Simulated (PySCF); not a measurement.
SMILES O[Si](O)(OC)SC, GFN2-xTB optimised geometry.

```
15

C      0.16     1.68    -0.86
O     -0.26     0.65     0.00
Si     0.24    -0.89     0.00
O     -0.45    -1.57     1.30
O      1.87    -0.89     0.00
S     -0.43    -2.04    -1.68
C     -2.21    -2.12    -1.31
H      1.24     1.81    -0.78
H     -0.35     2.59    -0.54
H     -0.10     1.45    -1.89
H     -0.56    -1.05     2.09
H      2.35    -1.70    -0.15
H     -2.62    -1.11    -1.30
H     -2.67    -2.71    -2.09
H     -2.35    -2.59    -0.35
```

Density from CAM-B3LYP/def2-TZVP (PySCF) at that geometry.

Minimum of the electron density along straight lines between bonded atoms, close to the bond critical point (lines longer than 1.1 times the sum of covalent radii, or with two minima, are not listed):

| bond | length / Å | ρ at the minimum / e bohr⁻³ | ∇²ρ there / e bohr⁻⁵ | position (fraction from the first atom) |
|---|---|---|---|---|
| C1–O2 | 1.404 | 0.257 | -0.49 | 0.35 |
| O2–Si3 | 1.619 | 0.148 | 0.90 | 0.59 |
| Si3–O4 | 1.620 | 0.149 | 0.89 | 0.41 |
| Si3–O5 | 1.624 | 0.146 | 0.90 | 0.41 |
| Si3–S6 | 2.141 | 0.105 | 0.06 | 0.36 |
| S6–C7 | 1.821 | 0.178 | -0.29 | 0.53 |
| C1–H8 | 1.090 | 0.287 | -1.03 | 0.65 |
| C1–H9 | 1.090 | 0.288 | -1.03 | 0.65 |
| C1–H10 | 1.092 | 0.286 | -1.02 | 0.65 |
| O4–H11 | 0.954 | 0.359 | -2.49 | 0.81 |
| O5–H12 | 0.954 | 0.359 | -2.49 | 0.81 |
| C7–H13 | 1.085 | 0.285 | -1.00 | 0.65 |
| C7–H14 | 1.085 | 0.284 | -1.00 | 0.65 |
| C7–H15 | 1.084 | 0.286 | -1.01 | 0.65 |
